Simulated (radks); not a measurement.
The numbers below are computed, except where a source is named.
Valence configurations of Nd2+ (all share [Xe]). Code: a radial shooting solver on a logarithmic mesh with Libxc functionals. Model: scalar-relativistic Kohn-Sham, r2SCAN, spin-polarised, spherical densities, finite nucleus; open shells are filled with parallel spins first (spin-orbit coupling, left out, can overturn this in heavy ions); meta-GGA in the generalised Kohn-Sham scheme; Fermi nuclear charge, rms radius 4.9123 fm. Energies are relative to 4f4; eigenvalues in eV for spin up.

| valence | E (eV) | moment (Bohr magnetons) | e(4f) | e(5d) | e(6p) | e(6s) |
|---|---|---|---|---|---|---|
| 4f4 | 0.000 | 4 | -15.259 | - | - | - |
| 4f3.5 5d0.5 | 1.377 | 4 | -17.930 | -14.355 | - | - |
| 4f3.5 6s0.5 | 1.826 | 4 | -19.220 | - | - | -14.483 |
| 4f3 5d1 | 3.657 | 4 | -20.793 | -15.298 | - | - |
| 4f3 6p1 | 9.035 | 4 | -24.533 | - | -12.151 | - |
| 4f2 6s2 | 17.618 | 2 | -32.937 | - | - | -17.279 |
| 4f2 6s1.5 6p0.5 | 19.579 | 3 | -33.447 | - | -13.289 | -18.010 |
| 4f1 5d3 | 23.761 | 4 | -33.787 | -18.882 | - | - |
| 4f1 5d2 6p1 | 32.044 | 4 | -37.970 | -21.583 | -12.984 | - |
| 4f1 5d1 6s2 | 32.790 | 2 | -40.127 | -22.432 | - | -18.024 |

NIST lists [Xe] 4f4 as the ground configuration; this level of theory agrees among the configurations tried. The energies are those of spherical high-spin densities, not of single terms.
